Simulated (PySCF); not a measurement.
## [Pb(NH2)]+ relaxed at several levels

Computed with PySCF 2.14.0, def2-SVP on the ligands, density fitting, scalar-relativistic core potentials, no spin-orbit coupling, vacuum. Each row is relaxed at its own level from the same template. Distances are means of the shortest metal–ligand contacts, charges and spins Mulliken's; removal energies are rigid, with the ligand's formal charge and no counterpoise, so too large; for an anion taken off a cation in vacuum most of it is the attraction of opposite charges, and multiply charged cations can part far more cheaply with an electron moved from ligand to metal.

| level | basis on the metal | point group | M–NH2 (Å) | charge on M (e) | HOMO–LUMO gap (eV) | removal of one NH2 (eV) | strongest infrared band, degenerate modes summed (cm⁻¹) | unstable modes (below −25 cm⁻¹) |
| --- | --- | --- | --- | --- | --- | --- | --- | --- |
| r2SCAN | def2-SVP with ECP60 | C2v | 2.092 | 1.08 | 2.84 | 18.34 | – | not given |

Q: What does the calculation give for PBE0, def2-SVP with ECP60?

A: point group: C2v, M–NH2 (Å): 2.082, charge on M (e): 1.10, HOMO–LUMO gap (eV): 4.35, removal of one NH2 (eV): 18.19, strongest infrared band, degenerate modes summed (cm⁻¹): 495, unstable modes (below −25 cm⁻¹): 0.
```xyz
4

Pb    0.0000    0.0000   -0.0457
N     0.0000    0.0000    2.0366
H     0.8353    0.0000    2.6249
H    -0.8353    0.0000    2.6249
```

One start shape was tried for each, so a minimum needn't be the lowest isomer.
